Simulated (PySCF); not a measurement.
**Functional dependence of a UV spectrum**

Species: BClGeH₄O₂.
SMILES: `O[B]([GeH2][Cl])O`

Linear-response calculations in the def2-SVPD basis (PySCF; singlets by full response, triplets Tamm–Dancoff, core orbitals frozen in the response; HF means time-dependent Hartree–Fock). 'Strongest' is the level of largest summed f among the singlets computed (10 roots, of which the last may lack a degenerate partner); it can jump between rows when another state enters that window. S1 is the lowest singlet of each run and needn't be the same state throughout; f(S1) is that of one state. The structure is a single PBE0-D3(BJ)/def2-SVP conformer in the gas phase; no vibrational or solvent corrections. The LDA/def2-SVPD calculation is non-relativistic and has no spin–orbit coupling, an omission that weighs most on germanium.

```json
{"functional": "LDA", "kind": "LDA", "S1 (eV)": "5.05", "f(S1)": "0.019", "strongest (eV)": "6.91", "T1 (eV)": "4.61", "HOMO (eV)": "-6.84", "gap (eV)": "4.79", "ionisation energy, ΔSCF (eV)": "9.88"}
{"functional": "B3LYP", "kind": "global hybrid, 20% exact exchange", "S1 (eV)": "5.64", "f(S1)": "0.022", "strongest (eV)": "7.64", "T1 (eV)": "5.05", "HOMO (eV)": "-7.82", "gap (eV)": "6.64", "ionisation energy, ΔSCF (eV)": "10.10"}
{"functional": "PBE0", "kind": "global hybrid, 25% exact exchange", "S1 (eV)": "5.79", "f(S1)": "0.019", "strongest (eV)": "6.54", "T1 (eV)": "5.08", "HOMO (eV)": "-8.06", "gap (eV)": "7.12", "ionisation energy, ΔSCF (eV)": "10.14"}
{"functional": "BHandHLYP", "kind": "global hybrid, 50% exact exchange", "S1 (eV)": "6.22", "f(S1)": "0.020", "strongest (eV)": "7.21", "T1 (eV)": "5.44", "HOMO (eV)": "-9.23", "gap (eV)": "8.99", "ionisation energy, ΔSCF (eV)": "10.35"}
{"functional": "CAM-B3LYP", "kind": "range-separated hybrid", "S1 (eV)": "5.99", "f(S1)": "0.019", "strongest (eV)": "6.96", "T1 (eV)": "5.28", "HOMO (eV)": "-9.38", "gap (eV)": "9.25", "ionisation energy, ΔSCF (eV)": "10.33"}
{"functional": "wB97X-D", "kind": "range-separated hybrid", "S1 (eV)": "6.06", "f(S1)": "0.018", "strongest (eV)": "7.29", "T1 (eV)": "5.36", "HOMO (eV)": "-9.88", "gap (eV)": "10.67", "ionisation energy, ΔSCF (eV)": "10.28"}
{"functional": "LC-wPBE", "kind": "range-separated hybrid", "S1 (eV)": "6.35", "f(S1)": "0.018", "strongest (eV)": "7.76", "T1 (eV)": "5.42", "HOMO (eV)": "-10.73", "gap (eV)": "11.64", "ionisation energy, ΔSCF (eV)": "10.56"}
{"functional": "HF", "kind": "Hartree–Fock", "S1 (eV)": "6.95", "f(S1)": "0.024", "strongest (eV)": "9.80", "T1 (eV)": "5.69", "HOMO (eV)": "-11.09", "gap (eV)": "12.27", "ionisation energy, ΔSCF (eV)": "not settled"}
```

Question: What does PBE (GGA) give?

Answer: S1 (eV) 5.18, f(S1) 0.025, strongest (eV) 6.90, T1 (eV) 4.67, HOMO (eV) -6.77, gap (eV) 4.96, ionisation energy, ΔSCF (eV) 9.78. S1 runs from 5.05 eV (LDA) to 6.95 eV (HF), a spread of 1.91 eV, while the orbital gap spreads over 7.5 eV. Along PBE (0%), B3LYP (20%), PBE0 (25%), BHandHLYP (50%), HF (100%) S1 rises with the share of exact exchange. −ε(HOMO) comes closest to its own ΔSCF ionisation energy with LC-wPBE (+0.17 eV) and misses most with LDA (-3.04 eV). 'Not settled' means that the ion's SCF failed to converge or may have ended in another state than the lowest.
